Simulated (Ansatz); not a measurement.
A run for Ansatz (a first-principles code): U-CCSD(T)/cc-pVTZ on CH5Ge (SMILES [CH2][GeH3]), 2S+1 = 2, atoms moved off the minimum. The run froze 15 orbitals, filled d shells among them.

Ansatz 0.2 input:
```yaml
crystal:
  periodic: [false, false, false]
  atoms:
    - {symbol: C, position_ang: [1.64076141, -0.18905686, -0.04283463]}
    - {symbol: Ge, position_ang: [-0.34076082, 0.08555999, -0.00370898]}
    - {symbol: H, position_ang: [2.24217546, 0.68108755, -0.05535795]}
    - {symbol: H, position_ang: [2.05208538, -1.11811032, 0.04646228]}
    - {symbol: H, position_ang: [-0.94038679, -0.41884373, 1.24321204]}
    - {symbol: H, position_ang: [-0.77902230, 1.52930029, -0.25896357]}
    - {symbol: H, position_ang: [-0.91516646, -0.83186604, -1.04073804]}
basis:
  gaussian:
    orbitals: cc-pVTZ
magnetization: {spin_polarized: true, initial_magnetization: 1}
correlation: {method: ccsd_t, electrons: outside_noble_gas}
scf: {omitted_lower_state_checks: [cluster_reference]}
output: {forces: true}
```

The log:

```
Functional definition: HF
[...]
these checks for a lower state are left out or cut short: cluster_reference
integrals: 0.50 GiB planned
824 factors; integrals over basis functions are off by at most 1.5e-3 eV
mean field: 0.49 GiB planned
mean field evaluation 1: about -57581.3375 eV, gradient 1.5e1 eV
mean field evaluation 2: about -57581.3415 eV, gradient 1.5e1 eV
mean field evaluation 4: about -57582.9470 eV, gradient 2.0e0 eV
mean field evaluation 8: about -57582.9862 eV, gradient 2.0e-3 eV
mean field -57582.98620145 eV, -2116.1357117535 hartree, gradient 5.5e-6 eV, S^2 0.763444; 0 other end points of the search recorded, 0 dependent functions left out
15 core orbitals not correlated
reference -57582.98620145 eV, -2116.1357117535 hartree; 7, 6 occupied and 121, 122 virtual orbitals, 824 factors
densities: 1.39 GiB planned
second order -7.40328601 eV of doubles, -0.00000000 eV of singles
coupled cluster: 1.49 GiB planned
cycle   1  -8.16922247 eV  change   -7.7e-1 eV  update   6.3e-2
cycle   2  -8.44860236 eV  change   -2.8e-1 eV  update   2.2e-2
cycle   3  -8.47121023 eV  change   -2.3e-2 eV  update   7.7e-3
cycle   4  -8.47046928 eV  change    7.4e-4 eV  update   3.2e-3
cycle   5  -8.47052928 eV  change   -6.0e-5 eV  update   1.4e-3
cycle   6  -8.47060354 eV  change   -7.4e-5 eV  update   4.7e-4
cycle   7  -8.47076794 eV  change   -1.6e-4 eV  update   1.8e-4
cycle   8  -8.47078990 eV  change   -2.2e-5 eV  update   5.2e-5
cycle   9  -8.47077375 eV  change    1.6e-5 eV  update   2.1e-5
cycle  10  -8.47077243 eV  change    1.3e-6 eV  update   8.1e-6
cycle  11  -8.47077254 eV  change   -1.1e-7 eV  update   3.0e-6
cycle  12  -8.47077151 eV  change    1.0e-6 eV  update   1.1e-6
perturbative correction -0.25546313 eV, -0.0093880968 hartree
the calculation of the forces begins
Total energy: -57591.71243609 eV, -2116.4563949617 hartree
Atom 0 at     1.640761    -0.189057    -0.042835 Å, force    -2.864652     2.247052    -0.033855 eV/Å
Atom 1 at    -0.340761     0.085560    -0.003709 Å, force     1.583953     0.019568    -0.686445 eV/Å
Atom 2 at     2.242175     0.681088    -0.055358 Å, force     0.853141     0.542979    -0.037241 eV/Å
Atom 3 at     2.052085    -1.118110     0.046462 Å, force     1.179900    -2.307914     0.187257 eV/Å
Atom 4 at    -0.940387    -0.418844     1.243212 Å, force    -0.475404    -0.306388     1.421325 eV/Å
Atom 5 at    -0.779022     1.529300    -0.258964 Å, force     0.122180     0.208724    -0.031196 eV/Å
Atom 6 at    -0.915166    -0.831866    -1.040738 Å, force    -0.399119    -0.404021    -0.819846 eV/Å
Dipole moment:     0.084625     0.031144     0.030497 e Å
Checks for a lower state left out: cluster_reference
```

The run converged.

Cost: very roughly 5 core-minutes.
